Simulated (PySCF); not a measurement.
Compound: C₆H₉FO.
SMILES: `CO/C=C/C/C=C\F`

A PySCF run (density fitting, gas phase, GFN2-xTB geometry) gave HOMO -6.38 eV, LUMO -0.07 eV, dipole 1.27 D.

Question: Which of these levels was it?
A. PBE0/pcSseg-1
B. B3LYP/def2-SVPD
C. revPBE/pcSseg-0
D. mPW1PW91/STO-3G

Answer: B. It is B3LYP/def2-SVPD. All candidates on this geometry:

```tsv
level and settings	kind	basis functions	SCF cycles	E (Eh)	HOMO (eV)	LUMO (eV)	dipole (D)
revPBE/pcSseg-0, fitting basis def2-universal-jkfit	GGA	90	11	-408.0150	-5.19	-0.42	1.43
B3LYP/def2-SVPD	global hybrid	238	14	-408.7859	-6.38	-0.07	1.27
PBE0/pcSseg-1	global hybrid	181	14	-408.5548	-6.51	0.34	1.35
mPW1PW91/STO-3G	global hybrid	49	13	-403.6735	-3.86	3.73	0.97
```

The nearest other candidate, by the summed differences of HOMO and LUMO, is PBE0/pcSseg-1: its HOMO differs by -0.13 eV and its LUMO by +0.41 eV. Cycle counts include a coarse-grid stage where the run had one.

Conformer computed: `[CH3:1][O:2]/[CH:3]=[CH:4]/[CH2:5]/[CH:6]=[CH:7]\[F:8]`: C1–O2–C3–C4 0°, C3–C4–C5–C6 -112°, C4–C5–C6–C7 -120°.
